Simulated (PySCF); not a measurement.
## How methods differ on the excitation energy of Nb

Nb [Kr] 4d4 5s1 (6D) → Nb [Kr] 4d3 5s1 6s1 (6F), as a difference of total energies. Calculation: PySCF 2.14, in aug-cc-pVTZ-DK (9s8p6d3f2g, 102 functions); the spin-free X2C one-electron Hamiltonian (Gaussian nucleus). Correlated levels: valence: [Kr] frozen. The calculations carry no spin-orbit coupling.

```csv
method,excitation energy (cm⁻¹)
UHF,31234
LDA,42207
PBE,40223
PBE0,39034
r2SCAN,39699
CAM-B3LYP,38053
MN15,40816
revPBE,39840
MP2 (valence),35842
SCS-MP2 (valence),32770
```

A first-order spin-orbit estimate (lowest level to lowest level, LS coupling) adds -0.054 eV.

The promoted electron is Rydberg-like, and one or two diffuse shells describe it only roughly, which tends to raise the upper state.
